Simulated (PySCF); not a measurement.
**LaI at PW91**

Level: PW91. basis La x2c-TZVPall, I x2c-TZVPall; spin-free X2C with a Gaussian nucleus; PySCF 2.14.

| Quantity | Value |
| --- | --- |
| state | triplet, about 0.0 electrons in the 4f shell (Mulliken) |
| bond length | 2.926 Å |
| harmonic wavenumber | 175 cm⁻¹ |
| force constant | 1.19 mdyn/Å |
| rotational constant Be | 0.02968 cm⁻¹ |
| anharmonicity ωexe | 0.318 cm⁻¹ |
| vibration–rotation constant αe | 7.27e-05 cm⁻¹ |
| bond order (Mayer) | 1.23 |
| dipole moment (positive dipole means La(−)I(+)) | -4.66 D |

These are scalar-relativistic numbers at best; spin–orbit coupling would shift them, the dissociation energy most. The state is the lowest single determinant that the PBE0 search found; with open d or f shells the true ground state can be another one.
